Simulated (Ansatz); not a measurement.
Species: CCl2, charge 0, singlet. A triplet may lie lower; no result for it is given here. CCl2 (SMILES Cl[C]Cl).
B3LYP-D3(BJ)/def2-TZVP minimum from Ansatz (a first-principles code):
```xyz
3

Cl    -1.4025    -0.2001     0.0210
C     -0.0305     0.8441     0.0088
Cl     1.4133    -0.0978    -0.0241
```

Hartree-Fock and MP2 correlation energies in hartree (Ansatz). UHF or UKS for unpaired electrons; spin-orbit terms are left out. Correlated methods leave the cores frozen. No relativity. The restricted determinant of CCl2 (Cl[C]Cl, singlet) is unstable towards broken spin symmetry in at least one set run.

```
basis        X       E(HF)  E(corr, MP2)
-----------  -  ----------  ------------
cc-pV(T+d)Z  3  -956.80871      -0.51653
cc-pV(Q+d)Z  4  -956.81863      -0.56407
cc-pV(5+d)Z  5  -956.82049      withheld
```

Question: Fit E(corr) = E∞ + A/X³ to X = 3 and 4, predict X = 5, and compare with the run.

Answer: A = (-0.51653 - (-0.56407))/(1/27 - 1/64) = 2.2202; E∞ = -0.56407 - A/64 = -0.59876; at X = 5, E∞ + A/125 = -0.58100. The run gave -0.58417, 3.17 mEh below the prediction. The same form on X = 4 and 5 gives E∞ = -0.60526, 6.50 mEh below the first estimate.
